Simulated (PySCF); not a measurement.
Members of one family of related compounds. Method: PySCF, TDDFT PBE0/def2-SVPD, vertical, gas phase, core orbitals frozen in the response. Geometries: PBE0-D3(BJ)/def2-SVP; one conformer of each isolated species. Triplets are in the Tamm–Dancoff approximation. 'Strongest' means the level of largest summed f among the lowest 10 singlets; it needn't be the same kind of state in each.

Problem. Rank by computed LUMO energy, lowest first.
A. `CN(C)BF` (C2H7BFN)
B. `FBCl` (BClFH)
C. `COCBF` (C2H6BFO)
D. `CB(C)BF` (C2H7B2F)
E. `FBOC(F)F` (CH2BF3O)

Solution. B (-1.23 eV), D (-1.00 eV), C (-0.74 eV), E (-0.47 eV), A (0.60 eV).

| SMILES | LUMO (eV) | HOMO (eV) | S1 (eV) | T1 (eV) | f (strongest) | S1 mainly |
| --- | --- | --- | --- | --- | --- | --- |
| FBCl | -1.23 | -9.59 | 6.58 | 6.14 | 0.11 | H→L (100%) |
| CB(C)BF | -1.00 | -7.55 | 4.85 | 4.07 | 0.06 | H→L (98%) |
| COCBF | -0.74 | -7.73 | 5.75 | 5.54 | 0.08 | H→L (100%) |
| FBOC(F)F | -0.47 | -10.57 | 8.50 | 7.52 | 0.13 | H→L (94%) |
| CN(C)BF | 0.60 | -7.36 | 6.73 | 5.64 | 0.25 | H→L (99%) |

H and L stand for HOMO and LUMO.

- `FBCl`: Löwdin shares by element: HOMO chlorine 77%, boron 14%, hydrogen 7%; LUMO boron 51%, chlorine 22%, fluorine 17%, hydrogen 10%.
- `CB(C)BF`: Löwdin shares by element: HOMO boron 52%, fluorine 14%, hydrogen 11% or more (atoms not listed hold the other 23%); LUMO boron 58%, carbon 24% (atoms not listed hold the other 19%).
- `COCBF`: Löwdin shares by element: HOMO oxygen 59%, carbon 20%, hydrogen 5% or more (atoms not listed hold the other 16%); LUMO boron 50%, fluorine 16%, carbon 14% or more, hydrogen 11% or more.
- `FBOC(F)F`: Löwdin shares by element: HOMO oxygen 25%, boron 13%, carbon 13%, hydrogen 12% or more (atoms not listed hold the other 37%); LUMO boron 46%, oxygen 20%, fluorine 16% or more, hydrogen 13% or more.
- `CN(C)BF`: Löwdin shares by element: HOMO nitrogen 50%, carbon 18%, boron 10% (atoms not listed hold the other 21%); LUMO carbon 31%, boron 29%, hydrogen 7% or more (atoms not listed hold the other 33%).
